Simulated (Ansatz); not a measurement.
Hg₂TeF₂⁻. The state is a doublet with charge -1. Geometry PBE0-D4/def2-SVP, that of the neutral singlet; atoms count from 1.

```xyz
5

Hg   -1.775   -0.470    0.321
Hg    1.720    0.321   -0.645
Te   -0.310   -0.835   -1.806
F    -2.890   -0.204    1.913
F     3.254    1.188    0.216
```

In the def2 sets Hg, Te take a core potential; there is no spin–orbit coupling. The highest occupied level of the charge -1 doublet lies above zero (up to 0.36 eV). By energy differences its removal costs 1.08 eV (vertical, to the charge 0 singlet, at PBE0-D4/def2-TZVPD); a positive level beside a positive removal energy at the same level points to self-interaction error. The structure comes from a short search, and lower isomers may exist.

Question: Estimate the Mulliken populations from the PBE0/def2-TZVPD orbitals of Ansatz.

Answer: 
```
atom  charge (e)  spin (α − β)  d electrons
 Hg1        0.44          0.26         9.88
 Hg2        0.44          0.26         9.88
 Te3       -0.75          0.56            –
  F4       -0.57         -0.04            –
  F5       -0.57         -0.04            –
```
Mulliken values and Mayer orders depend strongly on the basis. With diffuse functions, as here, like atoms can get unlike values, and bond orders can come out too low or too high.

Question: Where does the spin sit?

Answer: Summed by element: Hg 0.52, Te 0.56, F -0.08, of 1 unpaired in all. Largest on single atoms: Te3 0.56, Hg2 0.26, Hg1 0.26.

Question: And the Mayer bond orders between bonded heavy atoms (over 0.3)?

Answer: Hg1–Te3 1.30 (2.61 Å); Hg2–Te3 1.30 (2.61 Å).
